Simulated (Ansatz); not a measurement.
`[Cl][Cd][Cl]` + CH₃SH → `C[S][Cd][Cl]` + HCl at 600 K and 1 bar (ligand exchange at a Cd–Cl bond).

Computed with Ansatz on PBE0-D4/def2-TZVP structures; ΔE is electronic, products minus reactants. CCSD(T)/CBS is the MP2 limit (def2-TZVPP, def2-QZVPP) plus CCSD(T) − MP2 in def2-TZVPP, frozen cores. This one scheme is used for every species. def2 core potentials past Kr. For Cd outer-core shells are correlated without core-valence functions, which leaves a few kJ/mol of doubt a bond. Each species was taken in one conformer, which may not be the lowest.

| species | CCSD(T)/CBS energy (Eh) | H − E (kJ/mol) | S (J/(mol·K)) |
| --- | --- | --- | --- |
| `[Cl][Cd][Cl]` | -1087.36358 | 38.1 | 328.2 |
| CH₃SH | -438.22835 | 152.3 | 296.8 |
| `C[S][Cd][Cl]` | -1065.19669 | 154.5 | 425.9 |
| HCl | -460.38127 | 35.4 | 207.2 |

H − E and S are ideal-gas, rigid-rotor, harmonic terms from PBE0-D4/def2-TZVP, for one conformer and one mirror image of each species. 1 Eh = 2625.50 kJ/mol, R = 8.31446 J/(mol·K).

Problem. By hand: ΔE, ΔH, ΔS and ΔG.

Solution. ΔE = (-1065.19669) + (-460.38127) − (-1087.36358) − (-438.22835) = 0.01397 Eh = 36.7 kJ/mol. Δ(H − E) = 154.5 + 35.4 − 38.1 − 152.3 = -0.5, so ΔH = 36.2 kJ/mol. ΔS = 425.9 + 207.2 − 328.2 − 296.8 = 8.1 J/(mol·K). ΔG = 36.2 − 600 × (8.1)/1000 = 31.3 kJ/mol.

Problem. By hand: the equilibrium constant, and the temperature at which ΔG would vanish if ΔH and ΔS stayed fixed.

Solution. log₁₀ K = −ΔG/(RT ln 10) = -2.7. ΔG = 0 at ΔH/ΔS = 4469 K, far beyond where these terms or the molecules hold.

The number of gas molecules stays the same, so ΔS is small and ΔH decides. A doubt of 5 kJ/mol in ΔE shifts log₁₀ K by 0.4 here. Other conformers and mirror images would add mixing entropy, several J/(mol·K) or more a flexible species. These are equilibria of isolated gas molecules and say nothing of rates. Largest T1 diagnostic: 0.013 (customary marks: 0.02 for closed shells, 0.045 for open ones).
